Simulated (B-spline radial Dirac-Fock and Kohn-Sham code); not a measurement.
How the levels of scandium move as electrons are removed

Calculated with a radial B-spline solver, using Dirac-Fock ΔSCF + Breit + QED. Each ion is free and in its tabulated ground configuration. Electron correlation is not included.

Reference: Sc⁵⁺, [Ne] 3s2 3p4, with K 4590.3 eV, L1 597.7 eV, L2 502.5 eV, M1 137.8 eV, M2,3 112.1 eV. Shifts from it, in eV (a dash: the subshell is empty, belongs to an open shell averaged over j, or its hole state is left out as unreliable):

```csv
ion,configuration,K,L1,L2,M1,"M2,3"
Sc⁶⁺,[Ne] 3s2 3p3,+29.9,+27.4,–,+20.0,+21.4
Sc⁷⁺,[Ne] 3s2 3p2,+61.7,+56.3,+56.2,+40.8,+43.7
Sc⁸⁺,[Ne] 3s2 3p1,+95.4,+86.7,+86.9,+62.5,+67.1
Sc⁹⁺,[Ne] 3s2,+131.1,+118.6,+119.0,+85.1,–
```
